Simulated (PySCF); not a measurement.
Delta-SCF ions had no search for a lower state. Excitations are Tamm–Dancoff values on a coarser integration grid. The basis has no diffuse functions, so Rydberg states are missing or too high.

**H₃F₃GeSi, SMILES `F[Si](F)(F)[GeH3]` (charge 0, multiplicity 1)**

All values below come from PySCF with PBE-D3(BJ)/def2-TZVP.

* **HOMO**: -8.03 eV
* **dipole moment**: 2.01 D
* **LUMO**: -0.96 eV
* **HOMO–LUMO gap**: 7.07 eV
* **S1 excitation (TDA)**: 7.64 eV
* **S1 oscillator strength**: 0.037
* **brightest of the four lowest singlets (TDA)**: 7.79 eV
* **T1 excitation (TDA)**: 6.52 eV
* **S1–T1 gap (TDA)**: 1.12 eV
* **vertical ionisation energy (Delta-SCF)**: 11.14 eV
* **total energy**: -2667.4333 Ha
* **cost**: around 2.5 core-minutes (rough)

```xyz
8

F      1.7236    -1.1468    -0.9893
Si     1.1519     0.0235    -0.0580
F      1.8233    -0.1535     1.3847
F      1.6881     1.4072    -0.6593
Ge    -1.2185    -0.0248     0.0615
H     -1.6660    -1.3736     0.6624
H     -1.7991     0.1339    -1.3593
H     -1.7033     1.1342     0.9573
```
